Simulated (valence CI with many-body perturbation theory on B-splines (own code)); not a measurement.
# E1 line list for Nb X

Level of theory: configuration interaction combined with many-body perturbation theory (CI+MBPT): four valence electrons over a frozen Dirac-Fock core [Ar] 3d10, a basis of 11 s, 11 p, 10 d, 8 f, 5 g, 2 h functions for each j, with the one-electron correlation potential Σ1 (screened to all orders), the two-electron term Σ2, the three-electron term Σ3, Breit, model QED; selected single and double excitations, second order for the rest, scaled by the run's own slope (own B-spline code, finite nucleus).

No measured spectrum was set against this ion. As an estimate, levels hold to about 250 cm⁻¹ or 0.2 % of their energy and the worst to 1 %, as in measured heavy ions of charge 2 to 7; those with d or f electrons hold less well. Among the levels kept, up to 740 cm⁻¹ of a level comes from second order outside the variational space, and about a tenth of that is noise between levels of different J, which matters for small intervals.

Lines 51 to 100 of 554 in falling wavelength, among levels below 876500 cm⁻¹, chosen from the strongest by gf and those to the six lowest levels. Wavelengths and rates use the calculated energies, so an error of 600 cm⁻¹ moves a line at 696.5 Å by 0.42 % and its rate by three times that or more. Electric multipoles are in the length gauge, E1 and E2 with the static RPA response of the core. Weak lines are less certain than strong ones. Lines between different terms over intervals too small for the method are left out, as are lines whose strength nearly cancels. Where a level lies close to another of its J and parity, the split of strength between their lines is uncertain. The highest levels of a list are the least certain.

Names give the largest LS component (configuration and term), which can be under half, so a name can repeat, a term be missing and a line seem to break the LS rules; names also repeat where a configuration has a term twice. Letters in brackets count levels of one name in rising energy.

| λ vac (Å) | Upper | Lower | A (s⁻¹) | S (a.u.) |
| --- | --- | --- | --- | --- |
| 696.5 | 4s2.4p.5d 1F°_3 | 4s2.4p.5p 3P_2 | 1.08e+09 | 1.26e+00 |
| 695.7 | 4s2.4p.5d 3F°_2 | 4s2.4p.5p 3D_1 | 5.21e+09 | 4.33e+00 |
| 690.1 | 4s2.4p.5d 3P°_1 | 4s2.4p.5p 3P_1 [b] | 2.79e+09 | 1.36e+00 |
| 678.5 | 4s2.4p.5d 3D°_1 | 4s2.4p.5p 3D_1 | 1.46e+09 | 6.74e-01 |
| 676.5 | 4s2.4p.5d 1D°_2 | 4s2.4p.4f 3F_3 | 7.57e+08 | 5.78e-01 |
| 656.6 | 4s2.4p.5d 1F°_3 | 4s2.4p.4f 1G_4 [b] | 1.95e+09 | 1.91e+00 |
| 652.6 | 4s.4p3 3D°_1 | 4s2.4p2 1S_0 | 9.21e+06 | 3.79e-03 |
| 629.4 | 4s.4p3 5S°_2 | 4s2.4p2 3P_2 | 3.40e+07 | 2.09e-02 |
| 620.1 | 4p4 1D_2 | 4s.4p3 1P°_1 | 7.09e+08 | 4.17e-01 |
| 617.4 | 4p4 3P_2 | 4s.4p3 3S°_1 | 8.36e+08 | 4.86e-01 |
| 608.4 | 4s2.4p.5d 3F°_2 | 4s2.4p.4f 1F_3 | 7.71e+08 | 4.28e-01 |
| 597.1 | 4s.4p3 5S°_2 | 4s2.4p2 3P_1 | 3.24e+07 | 1.70e-02 |
| 594.8 | 4p3.4d 3G°_5 | 4s.4p2.4d 3F_4 [c] | 1.26e+09 | 1.43e+00 |
| 585.1 | 4p3.4d 3F°_4 [a] | 4s.4p2.4d 3D_3 [b] | 6.45e+08 | 5.74e-01 |
| 583.9 | 4s.4p2.4d 1G_4 | 4s2.4p.4d 1F°_3 | 6.41e+08 | 5.67e-01 |
| 579.8 | 4p3.4d 3G°_3 | 4s.4p2.4d 3F_2 [c] | 6.11e+08 | 4.11e-01 |
| 561.6 | 4p3.4d 3F°_4 [b] | 4s.4p2.4d 3F_3 [c] | 6.01e+08 | 4.73e-01 |
| 558.0 | 4p3.4d 3F°_3 [a] | 4s.4p2.4d 3F_3 [b] | 5.84e+08 | 3.51e-01 |
| 549.9 | 4s.4p3 3D°_1 | 4s2.4p2 1D_2 | 8.70e+07 | 2.14e-02 |
| 548.0 | 4s.4p3 3D°_2 | 4s2.4p2 1D_2 | 2.20e+07 | 8.91e-03 |
| 546.6 | 4p3.4d 3P°_1 [b] | 4s.4p2.4d 3P_2 [c] | 1.60e+09 | 3.88e-01 |
| 545.8 | 4p3.4d 3D°_2 [a] | 4s.4p2.4d 3F_2 [b] | 1.02e+09 | 4.10e-01 |
| 543.5 | 4p3.4d 3F°_2 [b] | 4s.4p2.4d 3D_1 [c] | 8.69e+08 | 3.44e-01 |
| 538.5 | 4s.4p3 3P°_1 | 4s2.4p2 1S_0 | 7.19e+07 | 1.66e-02 |
| 531.8 | 4s.4p3 3D°_3 | 4s2.4p2 1D_2 | 3.84e+08 | 2.00e-01 |
| 516.2 | 4p3.4d 3F°_4 [c] | 4s.4p2.4d 3D_3 [d] | 7.82e+08 | 4.78e-01 |
| 503.7 | 4p3.4d 3D°_3 [b] | 4s.4p2.4d 3D_3 [d] | 7.18e+08 | 3.17e-01 |
| 490.6 | 4p4 1D_2 | 4s.4p3 1D°_2 | 4.75e+09 | 1.38e+00 |
| 490.5 | 4p3.4d 1G°_4 | 4s.4p2.4d 1F_3 [a] | 9.04e+08 | 4.74e-01 |
| 489.6 | 4p3.4d 3P°_2 [b] | 4s.4p2.4d 3D_3 [d] | 1.44e+09 | 4.16e-01 |
| 487.6 | 4p3.4d 1G°_4 | 4s.4p2.4d 1G_4 | 2.33e+09 | 1.20e+00 |
| 485.8 | 4s.4p3 3D°_1 | 4s2.4p2 3P_2 | 5.93e+07 | 1.01e-02 |
| 485.6 | 4p3.4d 3P°_1 [a] | 4s.4p2.4d 3P_2 [b] | 2.00e+09 | 3.38e-01 |
| 479.7 | 4p3.4d 3F°_4 [c] | 4s.4p2.4d 3F_4 [c] | 1.98e+09 | 9.71e-01 |
| 477.2 | 4p3.4d 1G°_4 | 4s.4p2.4d 3D_3 [a] | 9.96e+08 | 4.81e-01 |
| 475.5 | 4p4 1S_0 | 4s.4p3 1P°_1 | 8.26e+09 | 4.38e-01 |
| 473.5 | 4p3.4d 3P°_2 [b] | 4s.4p2.4d 3D_3 [c] | 1.50e+09 | 3.92e-01 |
| 471.6 | 4s.4p3 3D°_3 | 4s2.4p2 3P_2 | 1.38e+09 | 5.02e-01 |
| 470.3 | 4p3.4d 3F°_4 [b] | 4s.4p2.4d 3G_5 | 1.18e+09 | 5.47e-01 |
| 469.8 | 4p3.4d 3G°_3 | 4s.4p2.4d 3G_4 | 8.78e+08 | 3.14e-01 |
| 466.6 | 4s.4p3 3P°_1 | 4s2.4p2 1D_2 | 6.79e+07 | 1.02e-02 |
| 466.4 | 4p3.4d 3F°_4 [a] | 4s.4p2.4d 3G_4 | 7.72e+08 | 3.48e-01 |
| 466.3 | 4s.4p3 3D°_1 | 4s2.4p2 3P_1 | 1.88e+08 | 2.82e-02 |
| 465.0 | 4s.4p3 3D°_2 | 4s2.4p2 3P_1 | 2.15e+09 | 5.34e-01 |
| 463.7 | 4p3.4d 3D°_2 [b] | 4s.4p2.4d 3D_3 [b] | 1.90e+09 | 4.67e-01 |
| 462.9 | 4p3.4d 3G°_5 | 4s.4p2.4d 3G_5 | 2.92e+09 | 1.57e+00 |
| 461.5 | 4p3.4d 3G°_3 | 4s.4p2.4d 3G_3 | 1.28e+09 | 4.36e-01 |
| 460.5 | 4p3.4d 3F°_4 [b] | 4s.4p2.4d 3G_4 | 9.90e+08 | 4.29e-01 |
| 460.1 | 4p3.4d 3D°_3 [c] | 4s.4p2.4d 3F_4 [c] | 1.12e+09 | 3.79e-01 |
| 454.0 | 4s2.4p.5d 3D°_3 | 4s.4p2.4d 3F_4 [c] | 9.47e+08 | 3.06e-01 |
